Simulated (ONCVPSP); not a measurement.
# Pseudopotential generation for thulium: ONCV, PBE, scalar-relativistic.

```json
{"Element": "Tm (Z = 69)", "Generator": "ONCVPSP 4.0.1", "Type": "optimised norm-conserving Vanderbilt (ONCV)", "Functional": "PBE", "Relativity": "scalar-relativistic", "Frozen core": "[Kr] 4d10", "Valence charge": "23", "Reference configuration": "4f12 5s2 5p6 5d1 6s2", "Partial waves": "5s+6s: rc 1.90 bohr, ncon 3, nbas 7, qcut 6 1/bohr, 2 projectors; 5p: rc 2.35 bohr, ncon 4, nbas 8, qcut 5.1 1/bohr, 3 projectors, debl 3.5 Ha; 5d: rc 3.35 bohr, ncon 4, nbas 9, qcut 3.9 1/bohr, 2 projectors, debl 0.6 Ha; 4f: rc 1.05 bohr, ncon 3, nbas 8, qcut 18.3 1/bohr, 2 projectors, debl 0.8 Ha", "Local potential": "polynomial inside 1.00 bohr (lpopt 4, dvloc0 6.5 Ha)", "Core correction": "Teter function, fcfact 4.75, rcfact 1.7"}
```

* Cutoffs needed: 130 Ha and 142 Ha (the cutoffs (Ha) at which the residual kinetic energy of the hardest occupied pseudo-wave falls to 1 and 0.1 mHa per electron)
* Ghost test: no bound ghost flagged; GHOST(+) flagged for s at 129.9 eV, d at 210.5 eV
* Configuration tests: 3 of 4 tests not solved or not reliable; not counted: 4f13 5s2 5p6 5d0 6s2 (all-electron energy unsafe for a near-neutral lanthanide with less than one 5d electron, printed error -201 meV); 4f13 5s2 5p6 5d0 6s1 (all-electron energy unsafe for a near-neutral lanthanide with less than one 5d electron, printed error -162 meV); 4f13 5s1 5p6 5d0 6s2 (all-electron energy unsafe for a near-neutral lanthanide with less than one 5d electron, printed error +142 meV)
* rms error of d²Exc/dni dnj: 4.68 mHa without and 3.07 mHa with the model core
